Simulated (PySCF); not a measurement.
Excitation energy of C by level of theory

C [He] 2s2 2p2 (3P) → C [He] 2s1 2p3 (5S), as a difference of total energies. Computed with PySCF 2.14 in aug-cc-pVDZ-DK (4s3p2d, 23 functions), with the spin-free X2C one-electron Hamiltonian (Gaussian nucleus). Correlated levels: valence: 1s2 frozen. The calculations carry no spin-orbit coupling.

```json
{"method": "UHF", "excitation energy (eV)": "2.648", "error (eV)": "-1.531"}
{"method": "MP2 (valence)", "excitation energy (eV)": "3.551", "error (eV)": "-0.628"}
{"method": "SCS-MP2 (valence)", "excitation energy (eV)": "3.984", "error (eV)": "-0.195"}
{"method": "CCSD (valence)", "excitation energy (eV)": "3.984", "error (eV)": "-0.195"}
{"method": "CCSD(T) (valence)", "excitation energy (eV)": "4.014", "error (eV)": "-0.165"}
{"method": "CCSDT (valence)", "excitation energy (eV)": "4.023", "error (eV)": "-0.156"}
{"method": "FCI (valence)", "excitation energy (eV)": "4.024", "error (eV)": "-0.155"}
```

Reference: 4.179 eV (measured; NIST levels, between the centres of gravity of the two terms).

Errors of the correlated levels include the incompleteness of this basis and the frozen core.
